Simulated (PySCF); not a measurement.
CH₃BiF₂O, SMILES C[O][Bi]([F])[F]. Atoms are numbered in the order given.

```xyz
8

Bi    -0.3956     0.2181     0.0000
F     -0.2408    -1.1711     1.4863
F     -0.2408    -1.1711    -1.4863
O      1.6049     0.7521     0.0000
C      2.6086    -0.2503     0.0000
H      3.5897     0.2526     0.0000
H      2.5443    -0.8961     0.8940
H      2.5443    -0.8961    -0.8940
```

Coordinates come from a B3LYP-D3(BJ)/def2-SVP optimisation. The def2 effective core potentials stand for the cores of Bi; spin–orbit coupling is left out. One conformer was computed; it need not be the lowest.

Calculation: PySCF with PBE/def2-TZVP.

ESP charges are fitted to the potential on shells at 1.4 to 2.0 van der Waals radii. Atomic charges (e):

```csv
atom,Löwdin,ESP fit,Mulliken
Bi1,0.91,0.89,1.23
F2,-0.32,-0.34,-0.46
F3,-0.32,-0.34,-0.46
O4,-0.16,-0.35,-0.49
C5,-0.42,-0.18,-0.21
H6,0.11,0.11,0.13
H7,0.11,0.11,0.13
H8,0.11,0.11,0.13
```
